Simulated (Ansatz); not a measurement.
Computed with Ansatz.

Basis-set series for `CN(C)C(=O)C(C)(C)C`. The species carries charge 0 and has multiplicity 1. The structure was optimised at the PBE0-D4/def2-TZVP level.

```
functional       basis  functions  energy (Eh)  HOMO (eV)  LUMO (eV)
   PBE0-D4    def2-SVP        201   -405.00932      -6.75       1.04
   PBE0-D4  def2-QZVPP        963   -405.47409      -6.87       0.42
   ωB97M-V    def2-SVP        201   -405.25885      -9.00       3.18
   ωB97M-V  def2-QZVPP        963   -405.74658      -9.14       1.46
```

Q: Give the rows for def2-TZVPP. (Estimate.)

A: The calculation gave: 
```tsv
functional	basis	functions	energy (Eh)	HOMO (eV)	LUMO (eV)
PBE0-D4	def2-TZVPP	489	-405.45185	-6.85	0.81
ωB97M-V	def2-TZVPP	489	-405.72491	-9.12	2.34
```

Positive LUMOs are unbound and depend on the basis.
